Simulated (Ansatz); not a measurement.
Consider the redistribution: `F[Si]O[SiH3]` + `CO[SiH2]O[SiH3]` → `[SiH3]O[Si]O[SiH3]` + `CO[SiH2]F`.

Calculated with Ansatz (gas phase, PBE0-D4/def2-TZVP geometries, no zero-point term in ΔE). CCSD(T)/CBS is the MP2 limit (def2-TZVPP, def2-QZVPP) plus CCSD(T) − MP2 in def2-TZVPP, frozen cores. Functionals use def2-TZVPP. Each species was taken in one conformer, which may not be the lowest.

Q: Is it downhill or uphill in electronic energy at CCSD(T)/CBS, and by how much? (Best estimate.)

A: Computed: Uphill: ΔE = +3.4 kJ/mol.

Q: What do these levels give: PBE0-D4, BHLYP-D4, r2SCAN, CAM-B3LYP, CCSD/def2-SVP, MP2/def2-QZVPP? (An estimate is asked.)

A: Computed: PBE0-D4 3.9, BHLYP-D4 4.8, r2SCAN 1.1, CAM-B3LYP 4.1, CCSD/def2-SVP 5.1, MP2/def2-QZVPP 2.4 kJ/mol.

Largest T1 diagnostic among the species: 0.014.

Leaving LDA and LC-ωPBE aside and taking each functional with its dispersion term where it has one, the values, not all of them listed here, spread over 4.9 kJ/mol, from r2SCAN-D4 to ωB97M-V.
